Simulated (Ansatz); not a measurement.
Saddle point of CH$_{7}$BrSi, singlet (SiH₃Br ([SiH3][Br]) + CH₄ → CH₆Si ([CH3][SiH3]) + HBr; bonds formed: Si1–C7, Br2–H6; bonds broken: Si1–Br2, H6–C7), PBE0-D4/def2-TZVP structure:

```
10
angstrom
Si -1.0161 0.2220 -0.2540
Br -0.0431 -2.0632 -1.4842
H -1.1092 0.6666 -1.6521
H -1.1702 1.4647 0.5676
H -1.9241 -0.7609 0.3547
H 0.5453 -0.6662 -0.2525
C 0.9759 0.1886 0.5296
H 1.2131 1.1850 0.1615
H 1.8847 -0.4225 0.4633
H 0.6438 0.1860 1.5661
```

Energies are electronic, without zero-point energy. Barriers and step energies count from the start structure reached by relaxing down the imaginary mode; all methods use the PBE0-D4 structures, on which another method's saddle can fall below an end. Program: Ansatz 0.2.0. Basis: def2-TZVPP, with def2-QZVPP for the basis limit. Cores are frozen in the correlated methods. Filled d shells of the heavier atoms are correlated. The def2 sets are not built for correlating such inner shells, so the correlated values are less sure here. B3LYP uses VWN-RPA correlation. Extrapolation: Hartree–Fock as exp(−7.88 √X), correlation as X^−2.97.

| method | barrier (kJ/mol) | step energy (kJ/mol) |
| --- | --- | --- |
| SPW92 | 194.8 | 77.0 |
| PBE-D4 | 228.2 | 88.2 |
| BLYP-D4 | ? | 89.5 |
| r2SCAN-D4 | 241.7 | 93.9 |
| B97M-V | 263.0 | 90.6 |
| PBE0-D4 | ? | 92.2 |
| B3LYP-D4 | 258.1 | 92.9 |
| r2SCAN0-D4 | 250.5 | 96.2 |
| BHLYP-D4 | 275.1 | 98.6 |
| CAM-B3LYP-D4 | ? | 91.3 |
| wB97X-V | 263.8 | 93.8 |
| wB97M-V | 257.1 | 93.5 |
| B2PLYP | 267.6 | 95.7 |
| PBE-QIDH | 256.6 | 95.9 |
| RPA on PBE | 272.2 | 89.7 |
| HF | 324.8 | 109.8 |
| MP2 | 262.2 | 95.4 |
| CCSD | 277.8 | 92.7 |
| CCSD(T) | 268.1 | 90.9 |

**Question.** Fill in the withheld barriers. (Judge from chemistry; the value comes from the calculation.)

**Answer.** Computed: BLYP-D4 247.6; CAM-B3LYP-D4 264.8; PBE0-D4 242.6 kJ/mol. Each is the energy of the saddle less that of the start structure, by the same method.

For comparison, the barrier by CCSD(T) at an estimated basis limit (MP2 extrapolated from triple and quadruple zeta, plus CCSD(T) − MP2 in triple zeta) is 263.7 kJ/mol.

T1 diagnostic: at most 0.010. The start structure is not quite a true minimum (one mode of 31i cm⁻¹).

Labels in which every atom is bracketed show which atoms are joined, not bond orders.

For scale, one of the runs: CCSD(T)/def2-TZVPP, 219 basis functions, launched by `ansatz run in.yaml --threads 4 --pin off --events-out ev --progress --plain --max-ram 9574MiB`. Time: 83 s of wall clock on 4 CPU threads of an Arm Neoverse V2; the host was shared. Peak host memory: 3.2 GiB.
